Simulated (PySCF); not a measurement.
## Carbon: a sound run and one with changed settings

Sound run: C+ [He] 2s2 2p1, C(2+) [He] 2s2. Calculation: PySCF 2.14, in x2c-SVPall; scalar relativity by spin-free X2C-1e. The sound run starts from symmetry-adapted Hartree-Fock orbitals and uses a fine grid where one is needed.

A second run was set up differently.

```csv
species,method,sound run (hartree),changed run (hartree),converged
C+,UHF,-37.25916,-37.25916,yes
C+,BP86,-37.39003,-37.41921,yes
C+,MN15,-37.35966,-37.40435,yes
C(2+),UHF,-36.36599,-36.36599,yes
C(2+),BP86,-36.46994,-36.48363,yes
C(2+),MN15,-36.45760,-36.52424,yes
```

Ionisation energy of C+:

```json
{"method": "UHF", "sound run (eV)": "24.304", "changed run (eV)": "24.304"}
{"method": "BP86", "sound run (eV)": "25.037", "changed run (eV)": "25.459"}
{"method": "MN15", "sound run (eV)": "24.546", "changed run (eV)": "23.949"}
```

Question: What was changed?
A. minimal basis
B. too few SCF iterations
C. radial grid too coarse
D. all electrons correlated in a valence basis

Answer: C. It used radial step 0.8 in ln r (0.13 in the sound run). A coarse radial grid mis-integrates the density and the exchange-correlation energy, with errors of either sign; Hartree-Fock needs no grid.
